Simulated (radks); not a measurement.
The lutetium ion Lu3+, configuration [Xe] 4f14 (the NIST ground configuration).

All-electron calculation, Dirac Kohn-Sham, Wu-Cohen GGA, spin-unpolarised, spherical densities, finite nucleus; Fermi nuclear charge, rms radius 5.37 fm. Program: a radial shooting solver on a logarithmic mesh with Libxc functionals.

Energy parts (eV):
part                      energy
total                 -396650.29
kinetic                441988.68
electron-nucleus      -984507.11
Hartree                154041.65
exchange-correlation    -8173.51

Orbitals (lengths in bohr, moments of r in powers of bohr; r(max) is where P^2 peaks):
[
 {"orbital": "1s1/2", "occ.": "2", "eigenvalue (eV)": "-63164.51", "r(max)": "0.01214"},
 {"orbital": "2s1/2", "occ.": "2", "eigenvalue (eV)": "-10767.96", "r(max)": "0.06951"},
 {"orbital": "2p1/2", "occ.": "2", "eigenvalue (eV)": "-10281.95", "r(max)": "0.05192"},
 {"orbital": "2p3/2", "occ.": "4", "eigenvalue (eV)": "-9164.357", "r(max)": "0.05845"},
 {"orbital": "3s1/2", "occ.": "2", "eigenvalue (eV)": "-2460.454", "r(max)": "0.1960"},
 {"orbital": "3p1/2", "occ.": "2", "eigenvalue (eV)": "-2244.815", "r(max)": "0.1839"},
 {"orbital": "3p3/2", "occ.": "4", "eigenvalue (eV)": "-2006.462", "r(max)": "0.1974"},
 {"orbital": "3d3/2", "occ.": "4", "eigenvalue (eV)": "-1639.220", "r(max)": "0.1552"},
 {"orbital": "3d5/2", "occ.": "6", "eigenvalue (eV)": "-1587.175", "r(max)": "0.1589"},
 {"orbital": "4s1/2", "occ.": "2", "eigenvalue (eV)": "-510.8723", "r(max)": "0.4466"},
 {"orbital": "4p1/2", "occ.": "2", "eigenvalue (eV)": "-422.9867", "r(max)": "0.4474"},
 {"orbital": "4p3/2", "occ.": "4", "eigenvalue (eV)": "-368.7258", "r(max)": "0.4762"},
 {"orbital": "4d3/2", "occ.": "4", "eigenvalue (eV)": "-223.9812", "r(max)": "0.4758"},
 {"orbital": "4d5/2", "occ.": "6", "eigenvalue (eV)": "-214.0793", "r(max)": "0.4851"},
 {"orbital": "4f5/2", "occ.": "6", "eigenvalue (eV)": "-37.0526", "r(max)": "0.4659"},
 {"orbital": "4f7/2", "occ.": "8", "eigenvalue (eV)": "-35.5232", "r(max)": "0.4713"},
 {"orbital": "5s1/2", "occ.": "2", "eigenvalue (eV)": "-87.5896", "r(max)": "1.043"},
 {"orbital": "5p1/2", "occ.": "2", "eigenvalue (eV)": "-63.0785", "r(max)": "1.132"},
 {"orbital": "5p3/2", "occ.": "4", "eigenvalue (eV)": "-55.9814", "r(max)": "1.219"},
 {"orbital": "5d3/2", "occ.": "0", "eigenvalue (eV)": "-25.3974", "r(max)": "1.629"},
 {"orbital": "5d5/2", "occ.": "0", "eigenvalue (eV)": "-24.8008", "r(max)": "1.669"},
 {"orbital": "6s1/2", "occ.": "0", "eigenvalue (eV)": "-24.3429", "r(max)": "2.632"},
 {"orbital": "6p1/2", "occ.": "0", "eigenvalue (eV)": "-18.8255", "r(max)": "3.043"},
 {"orbital": "6p3/2", "occ.": "0", "eigenvalue (eV)": "-17.7030", "r(max)": "3.224"}
]

The highest occupied level is 4f7/2 at -35.523 eV. The electron density at the nucleus is 1.111e+06 e/bohr^3.

Run on one thread of a shared host, so times are rough (Intel(R) Xeon(R) Platinum 8375C CPU @ 2.90GHz): 0.18 s of CPU time, 0.18 s wall, 16 iterations on 2259 mesh points.
